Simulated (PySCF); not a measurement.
## [C6H6ClF]+: g tensor and hyperfine couplings

Species: C6H6ClF (charge +1 and doublet state).
Z-matrix (Å and degrees, GFN2-xTB geometry), rows numbered from 1:
```
C 
C   1  1.3606
Cl  2  1.7139  1  118.80
C   2  1.4438  1  120.58  3  -179.58
F   4  1.3288  2  112.96  1     3.45
C   4  1.3805  2  132.82  1  -176.55
C   6  1.4118  4  129.64  2     1.70
C   7  1.3592  6  120.71  4  -179.06
H   1  1.0803  2  121.54  3   179.65
H   1  1.0786  2  121.06  3    -0.48
H   6  1.0870  4  113.86  2  -179.22
H   7  1.0792  6  119.76  4     1.43
H   8  1.0799  7  121.71  6     1.66
H   8  1.0785  7  121.33  6  -178.90
```

The hyperfine couplings belong to this conformer and change with its torsions.

The species is `C=C(Cl)/C(F)=C\[CH][CH2+]` [radical] (charge +1).

Theory: UKS B3LYP, pcH-1 on C Cl F H, non-relativistic, mean-field spin-orbit, GIAO in PySCF. The structure is a single GFN2-xTB conformer in the gas phase; no vibrational or solvent corrections. A GFN2-xTB geometry isn't a minimum of the functional, and hyperfine couplings can be far from their values at a DFT geometry, by a factor of two or more for some ions and for spin on atoms past the first row. The SCF solution wasn't tested for stability. ⟨S²⟩ is 0.778 where a pure state has 0.75.

- g1, g2, g3: 2.00216, 2.00361, 2.00460
- g_iso: 2.00346
- Form of g: rhombic: the two nearest values differ by 41 % of g3 − g1
- ⟨S²⟩: 0.7780 (exact 0.7500)
- HOMO–LUMO gap, α and β orbitals: 4.17, 2.53 eV
- Total energy: -791.95120 Eh

Hyperfine couplings atom by atom, in MHz; T1 to T3 are the principal values of the dipolar part; ρ(0) is the spin density at the nucleus:

```csv
atom,isotope,a_iso,of which spin–orbit,T1,T2,T3,Mulliken spin population,ρ(0) (bohr⁻³)
C1,13C,28.7,-0.1,-29.0,-28.4,57.4,0.37,0.0256
C2,13C,-22.0,0.0,-8.3,2.5,5.8,-0.07,-0.0196
Cl3,35Cl,0.2,0.2,-2.4,-1.3,3.7,0.01,0.0001
C4,13C,8.8,0.1,-17.4,-14.2,31.6,0.16,0.0077
F5,19F,34.3,1.1,-75.6,-69.0,144.6,0.03,0.0079
C6,13C,10.1,0.0,-18.4,-15.7,34.1,0.19,0.0091
C7,13C,-18.0,0.0,-2.1,-0.5,2.5,-0.04,-0.0159
C8,13C,31.4,0.0,-33.0,-32.8,65.8,0.43,0.0279
H9,1H,-23.7,0.0,-11.9,-1.9,13.8,-0.01,-0.0053
H10,1H,-24.1,0.0,-13.5,-1.5,15.0,-0.02,-0.0054
H11,1H,-13.9,0.0,-5.7,-3.3,9.0,-0.01,-0.0031
H12,1H,1.2,0.0,-3.5,-1.4,5.0,0.00,0.0003
H13,1H,-26.4,0.0,-14.2,-2.3,16.6,-0.02,-0.0059
H14,1H,-27.7,0.0,-15.6,-1.8,17.4,-0.02,-0.0062
```

Largest spin populations (Mulliken): C8 (+0.43), C1 (+0.37), C6 (+0.19) and C4 (+0.16). Four atoms exceed +0.15. The positive populations add up to 1.19 and the negative ones to -0.19, together 2S = 1.

C7, the radical centre as drawn in `C=C(Cl)/C(F)=C\[CH][CH2+]`, holds a spin population of -0.04 out of 1.

Axes: g2 points within 15° of the C1–H10 bond and g3 points within 8° of the C6–C7 bond.

Under fast tumbling the dipolar parts average out, and these isotropic splittings remain (the largest six): 1 × 19F (F5, I = 1/2, 2 lines) with 1.22 mT, 1 × 1H (H14, I = 1/2, 2 lines) with 0.99 mT, 1 × 1H (H13, I = 1/2, 2 lines) with 0.94 mT, 1 × 1H (H10, I = 1/2, 2 lines) with 0.86 mT, 1 × 1H (H9, I = 1/2, 2 lines) with 0.84 mT and 1 × 1H (H11, I = 1/2, 2 lines) with 0.50 mT.

H13 and H14 aren't averaged: C8 is flat or nearly so (angle sum 360°), and its turn about the short C8–C7 bond (1.36 Å) is taken as slow.

The 13C coupling of C8 (31.4 MHz) shows only in satellite lines or after enrichment, since that isotope makes up about 1.07 % of natural carbon.

The spin density at the nucleus, in bohr⁻³, is negative for C2 (-0.0196), C7 (-0.0159) and H14 (-0.0062), for instance. A restricted open-shell determinant has no negative spin density anywhere; here it arises because α and β orbitals differ (spin polarisation).
